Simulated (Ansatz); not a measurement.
Cost and result for the atomization energy of CH7AlClNSi (12 atoms, 12 bonds).

```xyz
12

N    -2.095   -1.234    0.109
Si   -0.755   -0.505   -0.670
C     0.761   -0.114    0.347
Al    1.971    1.391   -0.040
Cl    0.316    1.080    1.713
H    -2.750   -0.676    0.631
H    -2.055   -2.178    0.457
H    -0.249   -1.437   -1.715
H    -1.235    0.772   -1.252
H     1.208   -0.967    0.859
H     1.465    2.508   -1.039
H     3.417    1.361    0.601
```

The species carries charge 0 and has multiplicity 1. The bonds changed during the relaxation, so this is another structure than the one it started from. All single points use the PBE0-D4/def2-TZVP geometry. It is one conformer, not always the lowest. Program: Ansatz. All runs use 4 threads of an AMD EPYC 9R05 on a shared host. Times are those of one run each, without the atoms' runs, and a repeat can differ threefold. Electronic energies, without spin–orbit coupling; frozen cores. CCSD(T)/CBS adds CCSD(T) − MP2 in def2-TZVPP to the MP2 limit, and its time is that of the two runs behind it. T1 = 0.011. B3LYP takes the VWN-RPA correlation (the form of Gaussian; ORCA's B3LYP/G).

CCSD(T)/CBS is a level of theory with its own doubt, some kJ/mol a heavy atom from the limit and from the frozen cores, so smaller differences don't rank the functionals.

| level | functions | wall time |
| --- | --- | --- |
| LDA (SPW92)/def2-TZVPP | 286 | 0.6 s |
| BLYP-D4/def2-TZVPP | 286 | 0.9 s |
| PBE-D4/def2-TZVPP (with forces) | 286 | 1.1 s |
| BHLYP-D4/def2-TZVPP | 286 | 1.5 s |
| CCSD(T)/def2-SVP | 117 | 1.6 s |
| r2SCANh-D4/def2-TZVPP | 286 | 2.1 s |
| B3LYP-D4/def2-TZVPP (with forces) | 286 | 2.3 s |
| B2PLYP/def2-TZVPP | 286 | 2.4 s |
| PBE-QIDH/def2-TZVPP | 286 | 2.5 s |
| ωB97M-V/def2-TZVPP (with forces) | 286 | 4.6 s |
| MP2/def2-QZVPP | 534 | 10 s |
| CCSD(T)/def2-TZVPP | 286 | 56 s |
| CCSD(T)/CBS(def2) | – | 66 s |

Question: What atomization energy does each give, and how far from CCSD(T)/CBS? (Best estimate.)

Answer: The calculation gave: 
| level | atomization (kcal/mol) | difference from CCSD(T)/CBS | per bond |
| --- | --- | --- | --- |
| LDA (SPW92)/def2-TZVPP | 1022.3 | 114.5 | 9.5 |
| BLYP-D4/def2-TZVPP | 899.1 | -8.7 | -0.7 |
| PBE-D4/def2-TZVPP (with forces) | 911.5 | 3.7 | 0.3 |
| BHLYP-D4/def2-TZVPP | 885.4 | -22.4 | -1.9 |
| CCSD(T)/def2-SVP | 840.4 | -67.4 | -5.6 |
| r2SCANh-D4/def2-TZVPP | 901.8 | -6.0 | -0.5 |
| B3LYP-D4/def2-TZVPP (with forces) | 904.5 | -3.3 | -0.3 |
| B2PLYP/def2-TZVPP | 892.2 | -15.6 | -1.3 |
| PBE-QIDH/def2-TZVPP | 896.1 | -11.7 | -1.0 |
| ωB97M-V/def2-TZVPP (with forces) | 910.9 | 3.1 | 0.3 |
| MP2/def2-QZVPP | 904.4 | -3.4 | -0.3 |
| CCSD(T)/def2-TZVPP | 880.2 | -27.6 | -2.3 |
| CCSD(T)/CBS(def2) | 907.8 | 0.0 | 0.0 |

From r2SCAN to r2SCAN0 (25 % exact exchange), in def2-TZVPP and without D4, the atomization energy moves by −11.5 kcal/mol: exact exchange takes away binding that semilocal exchange gives to molecules. Leaving LDA and LC-ωPBE aside and taking each functional with its dispersion term where it has one, the values, not all of them listed here, spread over 28.9 kcal/mol, from BHLYP-D4 to B97M-V. LDA lies +118.0 kcal/mol from PBE without D4, its usual overbinding. At CCSD(T), def2-SVP lies −67.5 kcal/mol from the extrapolated value and def2-TZVPP −27.7 kcal/mol: correlation converges slowly with the basis, and small sets miss more of it in the bonded molecule than in its fragments.
